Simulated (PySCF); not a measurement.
# Electron correlation in Kr(2+) (krypton, charge +2)

[Ar] 3d10 4s2 4p3 5s1, high-spin 5S determinant (an excited configuration). All numbers are calculated (PySCF 2.14, scalar relativity through the core potential, in aug-cc-pVDZ-PP with ECP10MDF). Frozen: 3s2 3p6 3d10; 6 electrons correlated.

```json
{"level": "CCSD", "correlation energy (mhartree)": "-89.68"}
{"level": "(T)", "correlation energy (mhartree)": "-1.12"}
{"level": "CCSD(T)", "correlation energy (mhartree)": "-90.80"}
{"level": "CCSDT", "correlation energy (mhartree)": "-91.00"}
```

Diagnostics: T1 = 0.0056, D1 = 0.0184, largest double amplitude 0.047.

The outer electron is Rydberg-like, and this basis confines it to a smaller radius and binds it less than a complete one would.

Cost of the coupled-cluster step: roughly 0.2 core-seconds, for 6 correlated electrons.
